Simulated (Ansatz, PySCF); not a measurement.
Gas-phase reaction in SMILES: CCCCCCO + H+ → CCCCCC[OH2+]
Each molecule is optimised on its own at B3LYP-D3(BJ)/def2-TZVP (Ansatz, a first-principles code), one conformer each, not searched for the lowest.
Geometry of the first species:
```
C
H 1 1.0956
H 1 1.0957 2 106.08
C 1 1.5263 2 109.20 3 -117.57
H 4 1.0957 1 109.27 2 -64.46
H 4 1.0959 5 106.03 1 117.69
C 4 1.5266 5 109.25 6 117.60
H 7 1.0949 4 109.15 5 64.42
H 7 1.0950 8 106.08 4 -117.51
C 7 1.5259 8 109.56 9 -118.18
H 10 1.0915 7 111.53 8 58.01
H 10 1.0927 11 107.74 7 122.12
H 10 1.0928 11 107.74 12 115.75
C 1 1.5267 2 109.26 3 117.96
H 14 1.0938 1 110.11 2 63.22
H 14 1.0970 15 106.61 1 -118.51
C 14 1.5214 15 108.67 16 -117.42
H 17 1.0916 14 110.15 15 -62.66
H 17 1.0982 18 107.26 14 119.68
O 17 1.4242 18 105.36 19 117.93
H 20 0.9633 17 108.41 18 179.97
```
Charge 0, spin multiplicity 1.

Wanted: proton affinity (enthalpy at 298 K, with B3LYP-D3(BJ) rigid-rotor harmonic-oscillator terms from PySCF), positive where the reaction releases energy, in eV. Correlated levels leave the core frozen unless marked. No spin-orbit coupling. Non-relativistic unless marked X2C. CBS(X,Y): correlation extrapolated as X^-3; Hartree-Fock from the larger set. [CCSD(T)-MP2]/basis is that difference in the basis named.

```json
[
 {"level": "PBE-D4/def2-TZVPD", "program": "Ansatz + dftd4", "proton affinity (eV)": "8.14"},
 {"level": "revPBE/def2-TZVPD", "program": "Ansatz", "proton affinity (eV)": "8.26"},
 {"level": "PBE0/STO-3G", "program": "Ansatz", "proton affinity (eV)": "10.34"},
 {"level": "PBE0/6-31G*", "program": "Ansatz", "proton affinity (eV)": "8.26"},
 {"level": "BHLYP-D3(BJ)/def2-TZVPD", "program": "Ansatz + dftd3", "proton affinity (eV)": "8.26"},
 {"level": "BHLYP-D4/def2-TZVPD", "program": "Ansatz + dftd4", "proton affinity (eV)": "8.22"},
 {"level": "LC-wPBE/def2-TZVPD", "program": "Ansatz", "proton affinity (eV)": "8.20"},
 {"level": "B2PLYP-D3(BJ)/def2-TZVPD", "program": "Ansatz + dftd3", "proton affinity (eV)": "8.17"},
 {"level": "MP2/cc-pVDZ", "program": "Ansatz", "proton affinity (eV)": "8.34"},
 {"level": "RI-MP2/CBS(cc-pVTZ,cc-pVQZ)", "program": "Ansatz", "proton affinity (eV)": "8.13"},
 {"level": "SCS-MP2/cc-pVDZ", "program": "Ansatz", "proton affinity (eV)": "8.39"},
 {"level": "CCSD/cc-pVTZ", "program": "Ansatz", "proton affinity (eV)": "8.32"},
 {"level": "CCSD(T)/cc-pVDZ", "program": "Ansatz", "proton affinity (eV)": "8.41"},
 {"level": "X2C-CCSD(T)/cc-pVTZ-DK", "program": "Ansatz", "proton affinity (eV)": "8.29"},
 {"level": "RI-MP2/CBS(cc-pVTZ,cc-pVQZ)+[CCSD(T)-MP2]/cc-pVTZ", "program": "Ansatz", "proton affinity (eV)": "8.20"}
]
```
